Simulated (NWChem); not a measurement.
Species: C₂H₆O₂Si; SMILES C(=O)[SiH2]CO

```xyz
11

O     -0.9302     2.1440     0.2928
C      0.2258     1.8675     0.0237
Si     0.8160     0.0252    -0.0423
C     -0.6948    -1.1323    -0.1073
O     -0.3054    -2.5060     0.0356
H      0.9519     2.6949    -0.1783
H      1.7258    -0.1686    -1.2037
H      1.5963    -0.2378     1.2024
H     -1.4540    -0.8358     0.6318
H     -1.1773    -1.0573    -1.0875
H     -0.0196    -2.6385     0.9526
```
Atoms are numbered in this order, from 1.

Results from NWChem. Pople sets run with spherical d functions. Geometry: optimised at B3LYP/6-31G* (spherical d). Level: B3LYP/6-31G* with SMD (1 M gas to 1 M solution), gas-phase geometry. Reactions with the solvent are ignored.

For solvent toluene:

```yaml
solvation free energy (kcal/mol): -3.8
cavity-dispersion-structure term (kcal/mol): -1.0
dipole in solution (D): 1.73
```

How do the values read with solvent water instead?


- solvation free energy (kcal/mol): -5.5
- cavity-dispersion-structure term (kcal/mol): 5.0
- dipole in solution (D): 2.23
